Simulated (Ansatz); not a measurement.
**Question.** Name a neutral molecule of C, O, Si and H with LUMO energy (B3LYP/def2-TZVPP) between -2.05 and -1.75 eV and HOMO–LUMO gap (B3LYP/def2-TZVPP) between 4.85 and 5.15 eV (Ansatz, PBE0-D4/def2-TZVP geometry).

**Answer.** `O=C[SiH2][SiH2][SiH3]` (-2.01 eV, 4.96 eV); `O=C1CO[SiH2]1` (-1.93 eV, 4.95 eV); `C[SiH](O)C=O` (-1.93 eV, 5.02 eV); `CO[SiH](O)C=O` (-2.01 eV, 5.02 eV); `O=C[SiH2][SiH3]` (-1.99 eV, 4.87 eV); `O=C[SiH2]O[SiH3]` (-2.02 eV, 5.01 eV). Other molecules can fit too; these were computed, each in one conformer that needn't be the lowest.

B3LYP here is the variant with VWN-RPA as its local correlation; programs differ in this.
